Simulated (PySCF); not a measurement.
## Calculated properties of `O=C[Si]([SiH3])O[SiH3]` [radical]

Compound: CH7O2Si3 (doublet state).
Cartesian coordinates in Å at the GFN2-xTB level; atoms count from 1:
```xyz
13
CH7O2Si3 angstrom
O      0.0556    3.4740    0.3897
C     -0.5408    2.3996    0.3093
Si     0.2866    0.7481    0.1222
Si     2.3970   -0.1232    0.0072
O     -0.8395   -0.4230    0.0724
Si    -1.9063   -1.6423   -0.0028
H     -1.6500    2.3794    0.3385
H      2.5793   -0.9987   -1.1637
H      3.3634    0.9723   -0.0856
H      2.7496   -0.9354    1.1847
H     -1.1372   -2.8590    0.2517
H     -2.8998   -1.3789    1.0329
H     -2.4622   -1.6124   -1.3529
```

GFN2-xTB geometry:

- Rotational constants A, B, C of the GFN2-xTB geometry: 1.903, 1.160, 0.733 GHz

UKS B3LYP, pcH-1 on C H O Si, non-relativistic, mean-field spin-orbit, GIAO (PySCF):

- Isotropic g value: 2.00359
- Principal g values: 2.00199, 2.00256, 2.00622
- Spin squared ⟨S²⟩: 0.758
- Largest Mulliken spin population: 0.74 on Si3
- Largest isotropic hyperfine couplings (means over sets of like nuclei): 29Si -118.7 (Si3), 13C -24.5 (C2), 1H +23.3 (H8/H9/H10), 29Si +23.3 (Si4), 17O -16.8 (O1) MHz

Monoisotopic mass from the formula: 134.9754 u.

g_iso is shifted by about +1270 ppm from the free-electron value 2.002319; the principal values span 0.0042. ⟨S²⟩ is 0.008 above the pure-spin value S(S + 1) = 0.75. The rotational constants make it an asymmetric top with κ = (2B − A − C)/(A − C) = -0.27, nearer the prolate limit (−1). At 9.50 GHz, hν = g·μB·B₀ (B₀ the magnetic field) puts the centre of the isotropic spectrum, to first order, at 338.8 mT. With B = h/(8π²I), that is 505.379 GHz u Å² over I, the principal moments of inertia are 265.5, 435.5 and 689.4 u Å² (most abundant isotopes).

One conformer (not necessarily the lowest) at the GFN2-xTB geometry, without solvent or vibrations. Hyperfine couplings depend on the geometry, which wasn't re-optimised at a DFT level. Couplings of like nuclei are plain means over topologically equivalent atoms, as if these changed places fast (by rotation of a methyl-like group, say); in this geometry the members of some sets differ.
